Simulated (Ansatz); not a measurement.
An input meant for VF₃ (charge 0, triplet; scaled by 0.96).

```yaml
crystal:
  periodic: [false, false, false]
  atoms:
    - {symbol: V, position_ang: [-0.033471, -0.055719, 0.000344]}
    - {symbol: F, position_ang: [1.641239, 0.065737, 0.013534]}
    - {symbol: F, position_ang: [-0.719455, 1.476773, -0.023147]}
    - {symbol: F, position_ang: [-0.888314, -1.486791, 0.009278]}
basis:
  gaussian: {orbitals: def2-TZVP}
magnetization: {spin_polarized: true, initial_magnetization: 2}
hamiltonian: {xc: {name: HF}}
correlation: {method: mp2, frozen_orbitals: {V: 0}}
output: {forces: true}
```

```sh
$ ansatz run in.yaml --threads 4 --pin off --events-out ev --progress --plain --max-ram 3916MiB
```

Shortened log:

```
Functional definition: HF
Error: "frozen_orbitals" has no count for F
```

Problem. Something in this input is off. What?

Solution. Frozen orbitals are typed for one element alone, and the program wants a count for each (the count typed has to fit that element's core, too). The input was rejected before any iteration.
